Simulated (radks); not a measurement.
Coulomb parameter of the 5d shell of neutral rhenium in the model configuration [Xe] 4f14 5d6 6s1, as a second difference U = [E(n + 0.5) + E(n - 0.5) - 2 E(n)] / (0.5)^2 with all orbitals relaxed. "Bare": the charge of the atom changes with n. "Screened": the 6s shell takes up the change at fixed total charge, which measures U(5d,5d) + U(6s,6s) - 2 U(5d,6s). Method: scalar-relativistic Kohn-Sham, PBE, spin-unpolarised, spherical densities, finite nucleus; Fermi nuclear charge, rms radius 5.3698 fm; computed with a radial shooting solver on a logarithmic mesh with Libxc functionals. Estimate both.

Answer. U(bare) = 7.811 eV, U(screened by 6s) = 0.641 eV, against the Slater integral F0(5d,5d) = 12.336 eV with frozen orbitals. The step up makes a negative ion, whose loosely bound charge lowers the bare value.
